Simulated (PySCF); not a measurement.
Cartesian coordinates in Å; atom numbers follow the order of the lines, from 1:
```xyz
19

Al   -0.185   -0.368    0.016
C     1.791   -0.395    0.003
C     2.410   -0.335    1.405
H     2.157    0.460   -0.595
H     2.147   -1.301   -0.519
H     3.513   -0.336    1.380
H     2.111    0.576    1.952
H     2.111   -1.195    2.028
C    -1.151    1.355    0.016
C    -1.669    1.762   -1.369
H    -0.492    2.149    0.413
H    -2.002    1.292    0.719
H    -2.220    2.718   -1.349
H    -0.850    1.888   -2.098
H    -2.358    1.011   -1.790
C    -1.190   -2.055   -0.010
H    -1.339   -2.387   -1.054
H    -2.193   -1.972    0.439
H    -0.653   -2.873    0.498
```

PySCF calculation with geometry from PBE0-D3(BJ)/def2-SVP and shielding tensors at B3LYP/pcSseg-1 (pcSseg-2 on Al) (GIAO); single conformer, relativity neglected, fast rotation and ring inversion assumed for equivalent nuclei, no solvent model.

Referencing at the same level of theory: 13C and 1H against TMS; 27Al vs [Al(H2O)6]3+.

```csv
atoms,nucleus,count,δ (ppm)
C3/C10,13C,2,8.3
H17/H18/H19,1H,3,?
H6/H7/H8/H13/H14/H15,1H,6,1.10
C16,13C,1,-8.7
Al1,27Al,1,326.4
C2/C9,13C,2,?
H4/H5/H11/H12,1H,4,0.25
```

Q: Estimate the values marked ?.

A: 
- C2/C9: 6.3 ppm, carbon bonded to C, Al, 2 H
- H17/H18/H19: -0.30 ppm, hydrogen on a carbon bonded to Al

Shifts are as computed, not scaled to solution data. Of 1211 compounds with measured shifts, 218 miss one by over three times the rms of a fit or turn the order of signals round; such compounds aren't used in these exercises.
